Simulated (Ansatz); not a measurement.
Total energies of C₂H₆FNSi (`CN1C[SiH]1F`).

```tsv
atom	x (Å)	y (Å)	z (Å)
C1	-1.0654	-0.6652	-0.9644
N2	-0.2219	0.1138	-0.1195
C3	0.4600	-0.3527	1.1184
Si4	0.9843	1.1758	0.2679
F5	0.6299	2.6396	0.7825
H6	-1.3139	-0.0967	-1.8628
H7	-2.0033	-0.9272	-0.4608
H8	-0.5789	-1.5992	-1.2757
H9	-0.1484	-0.3404	2.0250
H10	1.0431	-1.2741	1.0213
H11	2.2144	1.3263	-0.5318
```

Total charge 0; spin multiplicity 1. Geometry: relaxed with PBE0-D4/def2-TZVP. Basis def2-TZVPP, Ansatz 0.2.0.

RPA on PBE orbitals: Hartree–Fock energy of these orbitals -522.12270 Eh, correlation -1.47618 Eh (frozen core).

```csv
functional,energy without D4 (Eh),D4 term (kJ/mol)
LDA (SPW92),-521.05909,–
revPBE,-523.90522,-67.6
r2SCAN,-523.89790,-5.2
B97M-V,-523.92765,–
PBE0,-523.66640,-17.5
B3LYP,-524.06982,-33.5
HSE06 (plane-wave form),-523.64823,-16.2
CAM-B3LYP,-523.96044,-17.6
ωB97X-V,-523.92541,–
PBE-QIDH,-523.55182,–
```

(1) Give the same for PBE, BLYP, r2SCANh, r2SCAN0, BHLYP, LC-ωPBE, ωB97M-V, B2PLYP. (Best estimate.)

B3LYP takes the VWN-RPA correlation (the form of Gaussian; ORCA's B3LYP/G). HSE06 is the plane-wave form, built on full-range PBE exchange. The double hybrids freeze the cores in their second-order part.

Answers

(1) Computed: 
```tsv
functional	energy without D4 (Eh)	D4 term (kJ/mol)
PBE	-523.62362	-20.9
BLYP	-523.97252	-46.5
r2SCANh	-523.88482	-5.4
r2SCAN0	-523.86638	-6.0
BHLYP	-523.92571	-24.5
LC-ωPBE	-523.81653	–
ωB97M-V	-523.93774	–
B2PLYP	-523.75496	–
```

LC-ωPBE has ω = 0.4 bohr⁻¹.
